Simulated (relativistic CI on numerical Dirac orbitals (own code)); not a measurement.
## Ba2+: from the plainest model towards the measured levels

Calculated with a relativistic CI code on KLI orbitals (one set per configuration, finite nucleus), adding one ingredient at a time: step 1, Dirac-Coulomb, each configuration alone; step 2, with Breit and QED terms; step 3, with configuration mixing; step 4, with scaled Slater integrals (0.85); step 5, with a P86 correlation estimate; step 6, tied to the ionisation limit. P86 is a density functional for the correlation energy, evaluated here for each configuration and added to its levels. Step 6 is semi-empirical: configurations made of the next ion and one excited electron move by -296 cm⁻¹, so that their limit matches the tabulated ionisation energy, and those with a non-penetrating f or g electron also take the P86 value of the least penetrating other one.

CI space (outside the closed core [Kr] 4d10): 5s²5p⁶, 5s²5p⁵5d, 5s²5p⁵6s, 5s²5p⁵4f, 5s²5p⁵6p, 5s²5p⁵5f, 5s5p⁶5d, 5s²5p⁵7s, 5s²5p⁵6d, 5s²5p⁵7p, 5s5p⁶5f, 5s²5p⁵7d, 5s²5p⁵6f.

Computed minus measured energy above the ground level, in cm⁻¹, for 12 of the 23 excited levels that pair in every step (one J of a term; a digit in brackets numbers repeated terms):

| Configuration | Term | J | Measured | Step 1 | Step 2 | Step 3 | Step 4 | Step 5 | Step 6 |
| --- | --- | --- | --- | --- | --- | --- | --- | --- | --- |
| 5s²5p⁵5d | 3P° | 0 | 132771 | -2807 | -2940 | -3384 | -1437 | 1282 | 986 |
| 5s²5p⁵5d | 3F° | 4 | 138931 | -2002 | -2183 | -2249 | -1254 | 1445 | 1149 |
| 5s²5p⁵5d | 3D° | 3 | 147067 | 178 | 1 | -54 | -617 | 2082 | 1786 |
| 5s²5p⁵6s | 3P° | 2 | 152135 | -2299 | -2278 | -1773 | -1757 | 3632 | 3336 |
| 5s²5p⁵4f | 3D | 1 | 166544 | 7376 | 6719 | 4201 | 6237 | 6400 | 6108 |
| 5s²5p⁵4f | 3G | 4 | 172523 | 8098 | 7415 | 7306 | 7819 | 7931 | 7635 |
| 5s²5p⁵6p | 3S | 1 | 177593 | -4304 | -4333 | -4419 | -3753 | 2489 | 2193 |
| 5s²5p⁵5d | 1P° | 1 | 180027 | 18827 | 18553 | 7504 | 1910 | 5328 | 5032 |
| 5s²5p⁵6p | 3D | 3 | 181816 | -4205 | -4249 | -3831 | -4532 | 2165 | 1870 |
| 5s²5p⁵4f | 3F | 2 | 182599 | 11107 | 10387 | 10282 | 8980 | 9134 | 8839 |
| 5s²5p⁵6p | 3P | 2 | 184343 | -3898 | -3941 | -4030 | -4242 | 1972 | 1676 |
| 5s²5p⁵4f | 1D | 2 | 196410 | 12432 | 11576 | 11546 | 9818 | 10099 | 9804 |

Mean absolute errors in cm⁻¹, over all paired levels and for the configurations:

| Configuration, levels | Step 1 | Step 2 | Step 3 | Step 4 | Step 5 | Step 6 |
| --- | --- | --- | --- | --- | --- | --- |
| all, 23 | 5163 | 4990 | 4205 | 3835 | 4248 | 3952 |
| 5s²5p⁵5d, 8 | 3943 | 3959 | 2827 | 1233 | 2222 | 1926 |
| 5s²5p⁵6s, 3 | 1630 | 1762 | 1459 | 1473 | 4015 | 3719 |
| 5s²5p⁵4f, 7 | 9137 | 8405 | 7245 | 7814 | 7922 | 7627 |
| 5s²5p⁵6p, 5 | 3672 | 3796 | 3800 | 3843 | 2485 | 2189 |

Measured levels: Sansonetti and Curry, J. Phys. Chem. Ref. Data 39, 043103 (2010); LS terms from a parametric fit. Some J values or terms of the table were assigned by a fit.

Q: What does each ingredient do to the ground and the excited configurations, and where is the model closest to experiment?

A: Mixing lowers the ground level by 26; relative to it the configurations that move most are 5s²5p⁵5d by -1640, 5s²5p⁵4f by -1160, 5s²5p⁵6s by +303. The P86 estimate moves 5s²5p⁵6p by +6327, 5s²5p⁵6s by +5488, 5s²5p⁵5d by +2739, and takes the mean absolute error of the excited configurations from 3835 to 4248. Step 6 takes that error from 4248 to 3952. The mean absolute error is lowest at step 4 (3835 cm⁻¹), and the largest single drop is from step 2 to 3 (4990 to 4205).
